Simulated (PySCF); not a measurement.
Shapes and spin states of WSI₂

These are results of PBE0 in PySCF with W def2-SVP with ECP60, S def2-SVP, I def2-SVP with ECP28; scalar-relativistic core potentials, no spin–orbit coupling; density-fitted integrals, not measurements.

Relaxations began from a few typed shapes and spin states; open shells are unrestricted. The search is not exhaustive: other isomers or separated fragments can lie lower, and high-lying points may rest on an excited occupation.

(1) Which is the lowest minimum found?
A. singlet (closed shell, unstable to spin polarisation) C2v: W–I 2.573 Å (×2), W–S 2.086 Å; I–W–I 132.7°, I–W–S 113.7° (×2)
B. triplet C2v: W–I 2.617 Å (×2), W–S 2.102 Å; I–W–I 124.7°, I–W–S 117.6° (×2)
C. singlet (closed shell, unstable to spin polarisation) C2v: W–I 2.573 Å (×2), W–S 2.086 Å; I–W–I 132.6°, I–W–S 113.7° (×2)
D. singlet (closed shell, unstable to spin polarisation) Cs: W–I 2.573 Å (×2), W–S 2.086 Å; I–W–I 132.4°, I–W–S 113.8° (×2)

Results:

(1) B. The others lie at 54.7 (singlet C2v), 54.9 (singlet C2v), 54.9 (singlet Cs) kJ/mol above it.

Formally W is in oxidation state +4, d2, with 2 unpaired electrons (the high-spin count). The Mulliken spin on W is 2.27. The polar-tensor charge on W, 1.26, is far below the formal one.

For the lowest minimum: open d and f shells are described by one determinant, and the ground state may have another occupation or spin. Spin–orbit coupling, left out here, can matter for elements this heavy.
